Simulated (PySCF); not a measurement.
Method: TPSSh-D3(BJ)/def2-TZVP // CAM-B3LYP-D3(BJ)/def2-SVP (PySCF 2.14.0). All species are isolated molecules in the gas phase. Delta-SCF ions had no search for a lower state. Excitations are Tamm–Dancoff values on a coarser integration grid. The basis has no diffuse functions, so Rydberg states are missing or too high.

Reference species (SMILES): `[OH+]1[BH2-][OH+][BH2-]1` (neutral, multiplicity 1).

The vertical ionisation energy (Delta-SCF) is 10.02 eV and the HOMO–LUMO gap is 7.22 eV. The S1 excitation (TDA) is 6.68 eV.

Changed species: `[AlH2-]1[SH+][AlH2-][SH+]1`.

What does the change do to the vertical ionisation energy (Delta-SCF), HOMO–LUMO gap and S1 excitation (TDA)?

the vertical ionisation energy (Delta-SCF) decreases by 0.20 eV, to 9.82 eV; the HOMO–LUMO gap falls by 0.37 eV, to 6.85 eV; the S1 excitation (TDA) drops by 0.30 eV, to 6.38 eV.
